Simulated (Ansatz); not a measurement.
Ansatz (a quantum-chemistry and plane-wave program) input (HF/def2-TZVP):

Ansatz 0.2 input:
```yaml
crystal:
  periodic: [false, false, false]
  atoms:
    - {symbol: Cr, position_ang: [-0.00000000, -0.00000000, -0.48918520]}
    - {symbol: F, position_ang: [0.00000000, 0.00000000, 1.30449386]}
basis:
  gaussian:
    orbitals: def2-TZVP
hamiltonian:
  xc: {name: HF}
magnetization: {spin_polarized: true, initial_magnetization: 5}
relax: {f_tol: 0.003, max_steps: 100}
```

End of the output:

```
mean field evaluation 16: about -31096.5180 eV, gradient 2.0e1 eV
mean field evaluation 32: about -31098.7283 eV, gradient 6.5e-1 eV
mean field evaluation 64: about -31098.6143 eV, gradient 1.0e1 eV
mean field evaluation 96: about -31098.8624 eV, gradient 2.5e-5 eV
mean field -31098.86239854 eV, -1142.8621135804 hartree, gradient 2.5e-5 eV, S^2 8.754950; 3 other end points of the search recorded, 0 dependent functions left out
the calculation of the forces begins
reference -31098.86239854 eV, -1142.8621135804 hartree; 19, 14 occupied and 57, 62 virtual orbitals, 673 factors
relax step   1: F+E_penalty+E_count = -31098.86239854 eV  Δ(F+E_penalty+E_count) = +0.000e0 eV  max|allowed force component| = 3.536e-1 eV/Å  Δτ_max = 0.0000 Å  (184 SCF iters, accepted)
these checks for a lower state are left out or cut short: starts, cluster_reference, orbital_swaps, neighbouring_geometries, increment
integrals: 0.02 GiB planned
673 factors; integrals over basis functions are off by at most 5.8e-4 eV
mean field: 0.19 GiB planned
mean field -31098.86441351 eV, -1142.8621876291 hartree, gradient 2.8e-5 eV, S^2 8.754903; 0 other end points of the search recorded, 0 dependent functions left out
the calculation of the forces begins
reference -31098.86441351 eV, -1142.8621876291 hartree; 19, 14 occupied and 57, 62 virtual orbitals, 673 factors
relax step   2: F+E_penalty+E_count = -31098.86441351 eV  Δ(F+E_penalty+E_count) = -2.015e-3 eV  max|allowed force component| = 1.565e-1 eV/Å  Δτ_max = 0.0040 Å  (38 SCF iters, accepted)
these checks for a lower state are left out or cut short: starts, cluster_reference, orbital_swaps, neighbouring_geometries, increment
integrals: 0.02 GiB planned
673 factors; integrals over basis functions are off by at most 5.6e-4 eV
mean field: 0.19 GiB planned
mean field -31098.86492126 eV, -1142.8622062886 hartree, gradient 1.8e-5 eV, S^2 8.754866; 0 other end points of the search recorded, 0 dependent functions left out
the calculation of the forces begins
reference -31098.86492126 eV, -1142.8622062886 hartree; 19, 14 occupied and 57, 62 virtual orbitals, 673 factors
relax step   3: F+E_penalty+E_count = -31098.86492126 eV  Δ(F+E_penalty+E_count) = -5.078e-4 eV  max|allowed force component| = 3.539e-3 eV/Å  Δτ_max = 0.0032 Å  (40 SCF iters, accepted)
these checks for a lower state are left out or cut short: starts, cluster_reference, orbital_swaps, neighbouring_geometries, increment
integrals: 0.02 GiB planned
673 factors; integrals over basis functions are off by at most 5.6e-4 eV
mean field: 0.19 GiB planned
mean field -31098.86492153 eV, -1142.8622062984 hartree, gradient 1.7e-5 eV, S^2 8.754865; 0 other end points of the search recorded, 0 dependent functions left out
the calculation of the forces begins
reference -31098.86492153 eV, -1142.8622062984 hartree; 19, 14 occupied and 57, 62 virtual orbitals, 673 factors
relax step   4: F+E_penalty+E_count = -31098.86492153 eV  Δ(F+E_penalty+E_count) = -2.653e-7 eV  max|allowed force component| = 1.493e-4 eV/Å  Δτ_max = 0.0001 Å  (28 SCF iters, accepted)
integrals: 0.02 GiB planned
673 factors; integrals over basis functions are off by at most 5.6e-4 eV
mean field: 0.19 GiB planned
mean field evaluation 128: about -31098.8649 eV, gradient 4.4e-3 eV
mean field evaluation 160: about -31098.3556 eV, gradient 1.5e0 eV
mean field evaluation 192: about -31097.8702 eV, gradient 5.2e0 eV
mean field -31098.86492153 eV, -1142.8622062984 hartree, gradient 1.7e-5 eV, S^2 8.754865; 4 other end points of the search recorded, 0 dependent functions left out
the calculation of the forces begins
reference -31098.86492153 eV, -1142.8622062984 hartree; 19, 14 occupied and 57, 62 virtual orbitals, 673 factors
Total energy: -31098.86492153 eV, -1142.8622062984 hartree
Atom 0 at    -0.000000    -0.000000    -0.496414 Å, force    -0.000000    -0.000000     0.000149 eV/Å
Atom 1 at     0.000000     0.000000     1.311723 Å, force     0.000000    -0.000000    -0.000149 eV/Å
Dipole moment:     0.000000    -0.000000    -0.832164 e Å
```

The spin state was set by rule; other spins were not relaxed.
